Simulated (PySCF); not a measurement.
C4H13AlOSi (SMILES [CH3][Al]([CH3])[O][SiH](C)C), singlet, at a GFN2-xTB geometry (such geometries of metal compounds can be far from the true shape), with bond 13-3 at 2.4 times its length; CASSCF(8,7)/STO-3G (PySCF).

Here is a job for PySCF.
```python
from pyscf import gto, scf, mcscf
import numpy

mol = gto.Mole()
mol.atom = '''
    Si   -1.604691    0.078291    0.534153
    C    -2.193264    1.803086   -0.008249
    C    -2.490302   -1.276184   -0.463904
    O     0.002762   -0.039475    0.263695
    Al    1.647158   -0.146621   -0.091072
    C     2.272411    0.928083   -1.651444
    C     2.719092   -1.334806    1.098917
    H    -1.791135   -0.117877    1.980182
    H    -2.022750    1.968071   -1.068815
    H    -3.254702    1.931305    0.179776
    H    -1.665763    2.584086    0.531634
    H    -2.129236   -2.263257   -0.190477
    H    -2.106053   -0.985797   -3.027486
    H    -3.560914   -1.255309   -0.286227
    H     3.352104    0.875673   -1.803114
    H     2.009157    1.983843   -1.535358
    H     1.798740    0.596669   -2.580402
    H     2.637959   -1.024850    2.145040
    H     3.780588   -1.351288    0.844961
    H     2.359053   -2.367156    1.059169
'''
mol.basis = 'sto-3g'
mol.charge = 0
mol.spin = 0
mol.verbose = 4
mol.build()

mf = scf.RHF(mol)
mf.kernel()
mc = mcscf.CASSCF(mf, 7, 8)
mc.fix_spin_(ss=0.0)
mc.kernel()
occ = numpy.linalg.eigvalsh(mc.fcisolver.make_rdm1(mc.ci, mc.ncas, mc.nelecas))[::-1]
ss = mc.fcisolver.spin_square(mc.ci, mc.ncas, mc.nelecas)[0]
print('natural occupations', occ.round(4), ' <S^2>', round(ss, 4))
```

### Question
Write the output that PySCF gives for this input, abridged.

### Answer

```
PySCF version 2.14.0

[INPUT] verbose = 4
[INPUT] num. atoms = 20
[INPUT] num. electrons = 72
[INPUT] charge = 0
[INPUT] spin (= nelec alpha-beta = 2S) = 0
[INPUT] symmetry False subgroup None
[INPUT] Mole.unit = angstrom
[INPUT] Symbol           X                Y                Z      unit          X                Y                Z       unit  Magmom
[...]
nuclear repulsion = 427.935932390366
number of shells = 38
number of NR pGTOs = 168
number of NR cGTOs = 56
basis = sto-3g
ecp = {}

******** <class 'pyscf.scf.hf.RHF'> ********
method = RHF
initial guess = minao
damping factor = 0
level_shift factor = 0
DIIS = <class 'pyscf.scf.diis.CDIIS'>
diis_start_cycle = 1
diis_space = 8
diis_damp = 0
SCF conv_tol = 1e-09
SCF conv_tol_grad = None
SCF max_cycles = 50
direct_scf = True
direct_scf_tol = 1e-13
Set gradient conv threshold to 3.16228e-05
Initial guess from minao.
init E= -755.35282645157
[...]
cycle= 1 E= -755.294820099107  delta_E= 0.058  |g|= 0.593  |ddm|= 4.99
[...]
cycle= 2 E= -755.414214107115  delta_E= -0.119  |g|= 0.284  |ddm|= 1.29
[...]
cycle= 3 E= -755.439384572747  delta_E= -0.0252  |g|= 0.0892  |ddm|= 0.506
[...]
cycle= 4 E= -755.442075780825  delta_E= -0.00269  |g|= 0.0501  |ddm|= 0.214
[...]
cycle= 5 E= -755.443247757102  delta_E= -0.00117  |g|= 0.00546  |ddm|= 0.0914
[...]
cycle= 6 E= -755.443269126495  delta_E= -2.14e-05  |g|= 0.00177  |ddm|= 0.0123
[...]
cycle= 7 E= -755.443273462515  delta_E= -4.34e-06  |g|= 0.000576  |ddm|= 0.00657
[...]
cycle= 8 E= -755.443274091532  delta_E= -6.29e-07  |g|= 0.000192  |ddm|= 0.0026
[...]
cycle= 9 E= -755.443274165972  delta_E= -7.44e-08  |g|= 3.51e-05  |ddm|= 0.00105
[...]
cycle= 10 E= -755.443274167746  delta_E= -1.77e-09  |g|= 7.07e-06  |ddm|= 0.00015
[...]
cycle= 11 E= -755.443274167796  delta_E= -5.07e-11  |g|= 1.58e-06  |ddm|= 2.34e-05
[...]
Extra cycle  E= -755.443274167798  delta_E= -2.05e-12  |g|= 7.32e-07  |ddm|= 3.59e-06
converged SCF energy = -755.443274167798

******** <class 'pyscf.mcscf.mc1step.CASSCF'> ********
CAS (4e+4e, 7o), ncore = 32, nvir = 17
max_cycle_macro = 50
max_cycle_micro = 4
conv_tol = 1e-07
conv_tol_grad = None
orbital rotation max_stepsize = 0.02
orbital rotation threshold for CI restart = 0.01
augmented hessian ah_max_cycle = 30
augmented hessian ah_conv_tol = 1e-12
augmented hessian ah_linear dependence = 1e-14
augmented hessian ah_level shift = 1e-08
augmented hessian ah_start_tol = 2.5
augmented hessian ah_start_cycle = 3
augmented hessian ah_grad_trust_region = 3
kf_trust_region = 3
kf_interval = 4
ci_response_space = 4
ci_grad_trust_region = 3
with_dep4 0
natorb = False
canonicalization = True
sorting_mo_energy = False
ao2mo_level = 2
internal_rotation = False
******** <class 'pyscf.fci.addons.SpinPenaltyFCISolver'> ********
max. cycles = 50
conv_tol = 1e-08
davidson only = True
linear dependence = 1e-12
level shift = 0.001
max iter space = 12
nroots = 1
pspace_size = 400
spin = None
CASCI E = -755.618427528182  S^2 = 0.0000000
Set conv_tol_grad to 0.000316228
macro iter   1 ( 21 JK    4 micro), CASSCF E = -755.629375218953  dE = -1.09476908e-02  S^2 = 0.0000000
               |grad[o]|=0.0728  |grad[c]|=0.0115  |ddm|=0.0219  |maxRot[o]|=0.188
macro iter   2 ( 21 JK    4 micro), CASSCF E = -755.635849686556  dE = -6.47446760e-03  S^2 = 0.0000000
               |grad[o]|=0.036  |grad[c]|=0.00678  |ddm|=0.0172  |maxRot[o]|=0.205
macro iter   3 ( 21 JK    4 micro), CASSCF E = -755.638622490114  dE = -2.77280356e-03  S^2 = 0.0000000
               |grad[o]|=0.0229  |grad[c]|=0.132  |ddm|=0.0381  |maxRot[o]|=0.177
macro iter   4 ( 21 JK    4 micro), CASSCF E = -755.640171053197  dE = -1.54856308e-03  S^2 = 0.0000000
               |grad[o]|=0.0154  |grad[c]|=0.0162  |ddm|=0.00537  |maxRot[o]|= 0.14
macro iter   5 ( 21 JK    4 micro), CASSCF E = -755.640692330945  dE = -5.21277748e-04  S^2 = 0.0000000
               |grad[o]|=0.0109  |grad[c]|=0.0207  |ddm|=0.0153  |maxRot[o]|=0.0701
[...]
               |grad[o]|=0.00219  |grad[c]|=0.0105  |ddm|=0.000994  |maxRot[o]|=0.0699
macro iter  33 (  7 JK    2 micro), CASSCF E = -755.648533652052  dE = -1.29461649e-04  S^2 = 0.0000000
               |grad[o]|=0.00223  |grad[c]|=0.0111  |ddm|=0.00085  |maxRot[o]|=0.0699
macro iter  34 (  7 JK    2 micro), CASSCF E = -755.648676258753  dE = -1.42606701e-04  S^2 = 0.0000000
               |grad[o]|=0.00225  |grad[c]|=0.0117  |ddm|=0.000799  |maxRot[o]|=0.0699
macro iter  35 (  7 JK    2 micro), CASSCF E = -755.648827990404  dE = -1.51731651e-04  S^2 = 0.0000000
               |grad[o]|=0.00226  |grad[c]|=0.0121  |ddm|=0.000933  |maxRot[o]|=0.0699
macro iter  36 (  7 JK    2 micro), CASSCF E = -755.648984688623  dE = -1.56698219e-04  S^2 = 0.0000000
               |grad[o]|=0.00223  |grad[c]|=0.0125  |ddm|=0.00121  |maxRot[o]|=0.0698
macro iter  37 (  7 JK    2 micro), CASSCF E = -755.649140518657  dE = -1.55830034e-04  S^2 = 0.0000000
               |grad[o]|=0.00217  |grad[c]|=0.0131  |ddm|=0.00154  |maxRot[o]|=0.0698
macro iter  38 (  7 JK    2 micro), CASSCF E = -755.649288556320  dE = -1.48037663e-04  S^2 = 0.0000000
               |grad[o]|=0.00207  |grad[c]|=0.014  |ddm|=0.00185  |maxRot[o]|=0.0698
macro iter  39 (  7 JK    2 micro), CASSCF E = -755.649418842178  dE = -1.30285857e-04  S^2 = 0.0000000
               |grad[o]|=0.00193  |grad[c]|=0.0155  |ddm|=0.00203  |maxRot[o]|=0.0695
macro iter  40 (  7 JK    2 micro), CASSCF E = -755.649516471446  dE = -9.76292683e-05  S^2 = 0.0000000
               |grad[o]|=0.00173  |grad[c]|=0.016  |ddm|=0.00185  |maxRot[o]|=0.0694
macro iter  41 (  7 JK    2 micro), CASSCF E = -755.649573658652  dE = -5.71872060e-05  S^2 = 0.0000000
               |grad[o]|=0.00144  |grad[c]|=0.0157  |ddm|=0.00135  |maxRot[o]|=0.0698
macro iter  42 ( 19 JK    4 micro), CASSCF E = -755.649561494527  dE =  1.21641249e-05  S^2 = 0.0000000
               |grad[o]|=0.000984  |grad[c]|=0.00209  |ddm|=0.000602  |maxRot[o]|=0.0631
macro iter  43 ( 21 JK    4 micro), CASSCF E = -755.649562338211  dE = -8.43684006e-07  S^2 = 0.0000000
               |grad[o]|=0.00067  |grad[c]|=0.00201  |ddm|=0.000233  |maxRot[o]|=0.0441
macro iter  44 (  7 JK    2 micro), CASSCF E = -755.649580582782  dE = -1.82445710e-05  S^2 = 0.0000000
               |grad[o]|=0.000521  |grad[c]|=0.00356  |ddm|=0.000313  |maxRot[o]|=0.0383
macro iter  45 (  6 JK    2 micro), CASSCF E = -755.649587721324  dE = -7.13854149e-06  S^2 = 0.0000000
               |grad[o]|=0.000328  |grad[c]|=0.00318  |ddm|=0.000346  |maxRot[o]|=0.0353
macro iter  46 (  6 JK    2 micro), CASSCF E = -755.649586912135  dE =  8.09189146e-07  S^2 = 0.0000000
               |grad[o]|=0.000215  |grad[c]|=0.000484  |ddm|=0.000146  |maxRot[o]|=0.00811
macro iter  47 ( 21 JK    4 micro), CASSCF E = -755.649585011734  dE =  1.90040055e-06  S^2 = 0.0000000
               |grad[o]|=0.000226  |grad[c]|=0.00033  |ddm|=9.63e-05  |maxRot[o]|=0.0122
macro iter  48 (  7 JK    1 micro), CASSCF E = -755.649586470315  dE = -1.45858132e-06  S^2 = 0.0000000
               |grad[o]|=0.000136  |grad[c]|=0.000231  |ddm|=3.12e-05  |maxRot[o]|=0.00774
macro iter  49 (  5 JK    1 micro), CASSCF E = -755.649588125404  dE = -1.65508845e-06  S^2 = 0.0000000
               |grad[o]|=9.64e-05  |grad[c]|=0.00078  |ddm|=8.74e-05  |maxRot[o]|=0.0167
macro iter  50 (  3 JK    1 micro), CASSCF E = -755.649588247249  dE = -1.21845233e-07  S^2 = 0.0000000
               |grad[o]|=4.93e-05  |grad[c]|=0.000161  |ddm|=7.23e-05  |maxRot[o]|=0.00521
1-step CASSCF not converged,  50 macro (765 JK 158 micro) steps
CASSCF canonicalization
Density matrix diagonal elements [1.98172243 1.9883146  1.98230093 1.31349051 0.69492368 0.01582378
 0.02342409]
CASSCF energy = -755.649588247249
CASCI E = -755.649588247249  E(CI) = -11.9001179395111  S^2 = 0.0000000
natural occupations [1.9985 1.9853 1.9782 1.3067 0.6933 0.0231 0.0148]  <S^2> 0.0
```

Convergence was not reached.
